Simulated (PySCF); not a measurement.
## V⁺: excitation energy

V⁺ [Ar] 3d4 (5D) → V⁺ [Ar] 3d3 4s1 (5F), as a difference of total energies. Computed with PySCF 2.14 in x2c-QZVPPall with one added diffuse shell each of s, p, d, f, g type (12s8p6d4f3g, 121 functions), with the spin-free X2C one-electron Hamiltonian (Gaussian nucleus). Correlated levels: valence: [Ar] frozen; valence and next inner shell: [Ne] frozen. The calculations carry no spin-orbit coupling.

| method | excitation energy (eV) |
| --- | --- |
| UHF | -0.454 |
| LDA | 0.703 |
| PBE | 0.513 |
| PBE0 | 0.419 |
| BLYP | 0.367 |
| B2PLYP | 0.207 |
| MP2 (valence) | 0.046 |
| SCS-MP2 (valence) | -0.288 |
| MP2 (valence and next inner shell) | 0.429 |
| SCS-MP2 (valence and next inner shell) | 0.074 |

**Question.** How much does correlation contribute at MP2 (valence and next inner shell)?

**Answer.** 0.429 − (-0.454) = 0.883 eV, measured against UHF.

Errors of the correlated levels include the incompleteness of this basis and the frozen core.

For comparison: 0.337 eV (measured; NIST levels, between the centres of gravity of the two terms).
